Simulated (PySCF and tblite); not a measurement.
The numbers below are computed, except where a source is named.
C7H5BrO, numbered as in [O:1]=[CH:2][c:3]1[cH:4][cH:5][cH:6][cH:7][c:8]1[Br:9].

Search: ETKDG and KDG, MMFF94s, GFN2-xTB, 60 starts; geometries at GFN2-xTB. Free energies are PBE0-D3(BJ)/6-31G* single points with GFN2-xTB rigid-rotor and vibrational terms (modes under about 100 cm⁻¹ blended into free rotors). Symmetry numbers and mirror images are counted. Conformers within 2.5 kcal/mol (GFN2-xTB free energy) were kept, 6 at most. (PySCF 2.14, tblite 0.8.)

Torsions listed: O1–C2–C3–C4.

```csv
conformer,shape,symmetry,E(GFN2) kcal/mol
1,180°,Cs,1.81
2,0°,Cs,0.00
```

Q: Which of these conformers is the most populated at 298.15 K, and with what share?

A: Conformer 2, about 100 %.

Q: Give the DFT energies and free energies relative to the lowest, and all weights.

A: 
| conformer | shape | E(DFT) kcal/mol | G(298.15 K) kcal/mol | weight % |
| --- | --- | --- | --- | --- |
| 1 | 180° | 3.26 | 3.38 | 0.3 |
| 2 | 0° | 0.00 | 0.00 | 99.7 |

Q: How does its share change from 250 K to 350 K?

A: From 100 % to 99 %; the mixing entropy goes from 0.02 to 0.09 cal/(mol K).
